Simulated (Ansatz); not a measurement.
```yaml
crystal:
  periodic: [false, false, false]
  atoms:
    - {symbol: N, position_ang: [-1.540107, 0.254188, -0.750317]}
    - {symbol: C, position_ang: [-0.389568, 0.091452, -0.201570]}
    - {symbol: Al, position_ang: [0.835477, 1.657453, -0.132517]}
    - {symbol: Si, position_ang: [-0.008850, -1.633000, 0.474955]}
    - {symbol: H, position_ang: [-1.670135, 1.215462, -1.091491]}
    - {symbol: H, position_ang: [0.184359, 2.946499, -0.797007]}
    - {symbol: H, position_ang: [2.288636, 1.644010, 0.503394]}
    - {symbol: H, position_ang: [-1.134117, -2.575637, 0.258157]}
    - {symbol: H, position_ang: [0.292409, -1.512782, 1.929311]}
    - {symbol: H, position_ang: [1.225098, -2.138644, -0.189915]}
basis:
  gaussian: {orbitals: 6-31G}
total_charge: 4
magnetization: {spin_polarized: true, initial_magnetization: 0}
hamiltonian: {xc: {name: BHLYP}}
scf: {lower_state_search: full}
```

```sh
$ ansatz run in.yaml --threads 2 --pin off --events-out ev --progress --plain --max-ram 4352MiB
```

Output, abridged:

```
Functional definition: BHLYP
729 factors; integrals over basis functions are off by at most 2.1e-4 eV
mean field evaluation 1: about -16905.9390 eV, gradient 1.1e2 eV
mean field evaluation 2: about -16905.9400 eV, gradient 1.1e2 eV
mean field evaluation 4: about -16959.8732 eV, gradient 6.9e1 eV
mean field evaluation 8: about -17012.3847 eV, gradient 1.4e1 eV
mean field evaluation 16: about -17017.2809 eV, gradient 4.5e-1 eV
mean field evaluation 32: about -17017.4285 eV, gradient 1.1e0 eV
mean field evaluation 64: about -17018.9479 eV, gradient 5.5e0 eV
mean field evaluation 96: about -17020.1721 eV, gradient 3.5e-4 eV
mean field evaluation 352: about -17020.1721 eV, gradient 7.3e-3 eV
mean field -17020.17213703 eV, -625.4797893488 hartree, gradient 1.9e-5 eV, S^2 1.726909; 20 other end points of the search recorded, 0 dependent functions left out
reference -17020.17231691 eV, -625.4797959593 hartree; 21, 21 occupied and 35, 35 virtual orbitals, 729 factors
Total energy: -17020.17231691 eV, -625.4797959593 hartree
```

**Question.** What is wrong with this run?

**Answer.** The charge is far from anything that the molecule holds. The run converged. The result belongs to that input, not to the molecule as meant.
